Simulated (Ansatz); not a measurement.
```yaml
crystal:
  periodic: [false, false, false]
  atoms:
    - {symbol: O, position_ang: [-1.340719, -0.849890, 0.769586]}
    - {symbol: Si, position_ang: [-0.505122, -0.686785, -0.559494]}
    - {symbol: C, position_ang: [0.868121, 0.571066, -0.213147]}
    - {symbol: O, position_ang: [1.629078, 0.295853, 0.880961]}
    - {symbol: Br, position_ang: [-0.215880, 2.269274, 0.155036]}
    - {symbol: H, position_ang: [-1.898839, -0.103247, 1.066385]}
    - {symbol: H, position_ang: [0.063014, -1.985739, -0.841267]}
    - {symbol: H, position_ang: [-1.256015, -0.222153, -1.786755]}
    - {symbol: H, position_ang: [1.477663, 0.922885, -0.973860]}
    - {symbol: H, position_ang: [1.089772, -0.161667, 1.596917]}
basis:
  gaussian: {orbitals: aug-pcseg-2}
magnetization: {spin_polarized: true, initial_magnetization: 0}
hamiltonian: {xc: {name: HF}}
correlation: {method: mp2}
output: {forces: true}
```

```sh
$ ansatz run in.yaml --threads 4 --pin off --events-out ev --progress --plain --max-ram 10444MiB
```

It prints (some lines left out):

```
Functional definition: HF
  name "HF"
  cite "Fock, Z. Phys. 61, 126 (1930) doi:10.1007/BF01340294"
  parent pbe
  exchange = exact_x
  correlation = 0
2251 factors; integrals over basis functions are off by at most 9.2e-4 eV
mean field evaluation 1: about -83044.9126 eV, gradient 3.1e1 eV
mean field evaluation 2: about -83044.9162 eV, gradient 3.1e1 eV
mean field evaluation 4: about -83048.8626 eV, gradient 2.8e0 eV
mean field evaluation 8: about -83048.9198 eV, gradient 4.4e-4 eV
mean field -83048.91976762 eV, -3051.9915088806 hartree, gradient 1.7e-6 eV, S^2 0.000000; 0 other end points of the search recorded, 0 dependent functions left out
17 core orbitals not correlated: weight in the atoms' cores, before any rotation towards them, 1.000 or more for the frozen orbitals, at most 0.000 for the correlated occupied ones
reference -83048.91976762 eV, -3051.9915088806 hartree; 21, 21 occupied and 324, 324 virtual orbitals, 2251 factors
second order -27.25918382 eV of doubles, -0.00000000 eV of singles
the calculation of the forces begins
Total energy: -83076.17895145 eV, -3052.9932654091 hartree
Atom 0 at    -1.340719    -0.849890     0.769586 Å, force    -1.973955     0.498058     2.448183 eV/Å
Atom 1 at    -0.505122    -0.686785    -0.559494 Å, force     0.861876     0.781632    -3.064966 eV/Å
Atom 2 at     0.868121     0.571066    -0.213147 Å, force    -1.784853    -0.038785     1.362706 eV/Å
Atom 3 at     1.629078     0.295853     0.880961 Å, force    -0.158224    -1.104139     1.793202 eV/Å
Atom 4 at    -0.215880     2.269274     0.155036 Å, force    -0.068735    -0.096721    -0.082371 eV/Å
Atom 5 at    -1.898839    -0.103247     1.066385 Å, force     0.567067    -0.693938    -0.234531 eV/Å
Atom 6 at     0.063014    -1.985739    -0.841267 Å, force     0.309203    -0.499781     0.016696 eV/Å
Atom 7 at    -1.256015    -0.222153    -1.786755 Å, force     0.221476    -0.118780     0.624113 eV/Å
Atom 8 at     1.477663     0.922885    -0.973860 Å, force     1.183623     0.386931    -1.442837 eV/Å
Atom 9 at     1.089772    -0.161667     1.596917 Å, force     0.842522     0.885523    -1.420196 eV/Å
Dipole moment:    -0.134618    -0.242633     0.007712 e Å
```

Run time 78 s (4 threads of an Arm Neoverse V2 on a shared host); peak host memory 2.4 GiB.
